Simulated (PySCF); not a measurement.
**A ladder for the electron affinity of Cs**

Cs⁻ [Xe] 6s2 (1S) → Cs [Xe] 6s1 (2S). Scalar values calculated with PySCF 2.14 in aug-cc-pwCVTZ-X2C with one added diffuse shell each of s, p, d, f type (spin-free X2C; valence: [Xe] frozen; valence and next inner shell: [Kr] 4d10 frozen). The spin-orbit shift comes from two-component X2C-1e calculations (generalised Hartree-Fock, GHF, and MP2 on its spinors, GMP2) in x2c-TZVPall-2c with one added diffuse shell each of s, p, d type: GMP2 gives 0.314 eV without and 0.314 eV with screened spin-orbit coupling, a shift of 0.000 eV (GHF: 0.000 eV). Sums use unrounded values; where a UHF row is shifted, it takes the GHF shift.

```
                                method  scalar (eV)  plus spin-orbit shift (eV)  error (eV)
                                   UHF       -0.065                      -0.064      -0.536
                                   LDA        0.570                       0.570       0.098
                                   PBE        0.497                       0.497       0.026
                                  PBE0        0.459                       0.459      -0.012
                                r2SCAN        0.377                       0.377      -0.094
                                revPBE        0.480                       0.480       0.009
                                  BLYP        0.415                       0.415      -0.056
                         MP2 (valence)        0.279                       0.279      -0.192
                     SCS-MP2 (valence)        0.348                       0.348      -0.124
    MP2 (valence and next inner shell)        0.340                       0.341      -0.131
SCS-MP2 (valence and next inner shell)        0.394                       0.394      -0.077
                        CCSD (valence)        0.445                       0.445      -0.026
                     CCSD(T) (valence)        0.445                       0.445      -0.026
                       CCSDT (valence)        0.445                       0.445      -0.026
                         FCI (valence)        0.445                       0.445      -0.026
```

Reference: 0.472 eV (measured; photodetachment measurements, as compiled on the Wikipedia data page of electron affinities).

The errors of the correlated levels include the incompleteness of the basis and the frozen core, so a lower level can come closer by cancellation.
